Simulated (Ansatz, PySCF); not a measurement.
chloro(fluoromethyl)silane (CH4ClFSi), SMILES Cl[SiH2]CF. Atoms are numbered in the order given.

```xyz
8

F      2.0078    -0.1859     0.8274
C      1.3523    -0.8346    -0.2076
Si    -0.5172    -0.6562     0.0096
Cl    -1.0353     1.3289    -0.2159
H      1.6802    -0.4059    -1.1716
H      1.6387    -1.9032    -0.2052
H     -0.9197    -1.0997     1.3670
H     -1.2060    -1.4540    -1.0403
```

Coordinates come from a ωB97X-D3(BJ)/def2-SVP optimisation. One conformer was computed; it need not be the lowest.

Two levels are set side by side: PBE-D3(BJ)/def2-SVP (Ansatz, a quantum-chemistry and plane-wave program) and ωB97X-D3(BJ)/def2-SVP (PySCF). Each level has its own optimised geometry; the coordinates shown are those of the second. Frequencies come from the Hessian of PySCF at each geometry. Differences are taken from unrounded values.

```json
[
 {"quantity": "mean bond length (Å)", "ωB97X-D3(BJ)": "1.503", "PBE-D3(BJ)": "1.515", "PBE-D3(BJ) minus ωB97X-D3(BJ)": "0.012"},
 {"quantity": "bond F1–C2 (Å)", "ωB97X-D3(BJ)": "1.386", "PBE-D3(BJ)": "1.390", "PBE-D3(BJ) minus ωB97X-D3(BJ)": "0.004"},
 {"quantity": "bond C2–Si3 (Å)", "ωB97X-D3(BJ)": "1.891", "PBE-D3(BJ)": "1.904", "PBE-D3(BJ) minus ωB97X-D3(BJ)": "0.014"},
 {"quantity": "bond Si3–Cl4 (Å)", "ωB97X-D3(BJ)": "2.064", "PBE-D3(BJ)": "2.081", "PBE-D3(BJ) minus ωB97X-D3(BJ)": "0.017"},
 {"quantity": "bond C2–H5 (Å)", "ωB97X-D3(BJ)": "1.105", "PBE-D3(BJ)": "1.114", "PBE-D3(BJ) minus ωB97X-D3(BJ)": "0.010"},
 {"quantity": "bond C2–H6 (Å)", "ωB97X-D3(BJ)": "1.106", "PBE-D3(BJ)": "1.117", "PBE-D3(BJ) minus ωB97X-D3(BJ)": "0.010"},
 {"quantity": "bond Si3–H7 (Å)", "ωB97X-D3(BJ)": "1.484", "PBE-D3(BJ)": "1.499", "PBE-D3(BJ) minus ωB97X-D3(BJ)": "0.015"},
 {"quantity": "bond Si3–H8 (Å)", "ωB97X-D3(BJ)": "1.488", "PBE-D3(BJ)": "1.503", "PBE-D3(BJ) minus ωB97X-D3(BJ)": "0.015"},
 {"quantity": "highest harmonic wavenumber (cm⁻¹)", "ωB97X-D3(BJ)": "3123", "PBE-D3(BJ)": "2995", "PBE-D3(BJ) minus ωB97X-D3(BJ)": "-128"},
 {"quantity": "mean harmonic wavenumber (cm⁻¹)", "ωB97X-D3(BJ)": "1201", "PBE-D3(BJ)": "1145", "PBE-D3(BJ) minus ωB97X-D3(BJ)": "-56"},
 {"quantity": "zero-point energy (kcal/mol)", "ωB97X-D3(BJ)": "30.91", "PBE-D3(BJ)": "29.46", "PBE-D3(BJ) minus ωB97X-D3(BJ)": "-1.44"}
]
```

Exact exchange shortens and stiffens bonds; PBE has none. Differences between two approximate levels are no errors against the true value.
